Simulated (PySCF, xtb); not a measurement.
C7H5NOS, SMILES c1coc(-c2nccs2)c1. Other conformers were not sampled.

Harmonic wavenumbers (cm⁻¹) from GFN2-xTB run with xtb 6.7.1 at its own minimum, in rising order: 62, 108, 111, 292, 342, 403, 482, 583, 593, 631, 651, 740, 746, 768, 822, 833, 848, 849, 859, 877, 994, 1037, 1059, 1109, 1116, 1147, 1217, 1269, 1319, 1375, 1427, 1457, 1524, 1580, 3135, 3169, 3175, 3188, 3204.

### Question
What does B3LYP-D3(BJ)/def2-SVP (PySCF 2.14.0) give at its own minimum? (An estimate is asked for; the answer gives what the named calculation found.)

### Answer
66, 122, 130, 303, 357, 423, 523, 611, 639, 653, 706, 732, 754, 762, 848, 881, 908, 910, 913, 915, 1014, 1033, 1073, 1126, 1167, 1204, 1251, 1314, 1353, 1423, 1478, 1524, 1563, 1647, 3209, 3253, 3262, 3274, 3284. Paired by order, the mean absolute difference is 40 cm⁻¹ and the zero-point energies are 64.5 and 66.6 kcal/mol.
